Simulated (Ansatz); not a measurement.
H4Zr, SMILES [ZrH4-], charge -1, multiplicity 2. Atoms are numbered in the order given.

```xyz
5

Zr     0.0000     0.0000     0.0000
H      1.2052     0.9171     1.2051
H     -1.2052     0.9171    -1.2051
H     -1.2052    -0.9171     1.2051
H      1.2052    -0.9171    -1.2051
```
Charge -1, spin multiplicity 2.

Geometry: r2SCAN-D4/def2-TZVPD. The spin state was assumed, not searched. The def2 effective core potentials stand for the cores of Zr; spin–orbit coupling is left out.

Two levels are set side by side: PBE-D3(BJ)/def2-TZVPD (Ansatz, a program for electronic structure) and r2SCAN-D4/def2-TZVPD (Ansatz). Each level has its own optimised geometry; the coordinates shown are those of the second. Differences are taken from unrounded values.

```json
[
 {"quantity": "mean bond length (Å)", "r2SCAN-D4": "1.935"},
 {"quantity": "bond Zr1–H2 (Å)", "r2SCAN-D4": "1.935"},
 {"quantity": "bond Zr1–H3 (Å)", "r2SCAN-D4": "1.935"},
 {"quantity": "bond Zr1–H4 (Å)", "r2SCAN-D4": "1.935"},
 {"quantity": "bond Zr1–H5 (Å)", "r2SCAN-D4": "1.935"}
]
```

Problem. What does PBE-D3(BJ) give, and how far is it from r2SCAN-D4? (An estimate is asked for; the answer gives what the named calculation found.)

Solution. 
```tsv
quantity	PBE-D3(BJ)	PBE-D3(BJ) minus r2SCAN-D4
mean bond length (Å)	1.938	0.002
bond Zr1–H2 (Å)	1.938	0.002
bond Zr1–H3 (Å)	1.938	0.002
bond Zr1–H4 (Å)	1.938	0.002
bond Zr1–H5 (Å)	1.938	0.002
```

On these quantities the two levels nearly agree.
